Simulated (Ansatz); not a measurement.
## Abstraction of H: GaH(OH)2 + SnH(CH3)(SiH3) → Ga(OH)2 + SnH2(CH3)(SiH3)

Species: GaH(OH)2, singlet; SnH(CH3)(SiH3), doublet; Ga(OH)2, doublet; SnH2(CH3)(SiH3), singlet. A radical takes H: the energy is the difference in strength between the Ga–H bond broken and the Sn–H bond made.

Shapes, held fixed at every level: PBE0-D4/def2-TZVP. Flexible molecules stand in one conformer, not always the lowest. Programs: Ansatz 0.2.0. The zero-point and thermal change to 298 K, harmonic and unscaled (PBE0-D4/def2-TZVP), is -0.4 kJ/mol.

| level | kind | ΔH(298 K) (kJ/mol) | less CCSD(T)/def2-TZVPP |
| --- | --- | --- | --- |
| MP2/def2-SVP | perturbation theory | +34.8 | +5.1 |
| MP2/def2-TZVPP | perturbation theory | +29.3 | -0.4 |
| HF/def2-TZVPP | Hartree–Fock | +28.1 | -1.6 |
| r2SCAN0-D4/def2-TZVPP | global hybrid | +30.3 | +0.6 |
| B2PLYP/def2-TZVPP | double hybrid | +28.1 | -1.6 |
| CCSD(T)/def2-SVP | coupled cluster or CI | +34.7 | +5.0 |
| CCSD(T)/def2-TZVPP | coupled cluster or CI | +29.7 | 0.0 |

The highest level, CCSD(T)/def2-TZVPP, gives ΔH(298 K) = +29.7 kJ/mol; the levels span +28.1 to +34.8. The column of differences is taken from that level and isn't an error. No measured value is set beside it here. Open shells run unrestricted. For atoms past krypton def2 sets carry core potentials with scalar relativity. Relativity is left out for Ga. Outer-core shells of Ga, Sn are correlated, in sets that cover them unevenly.
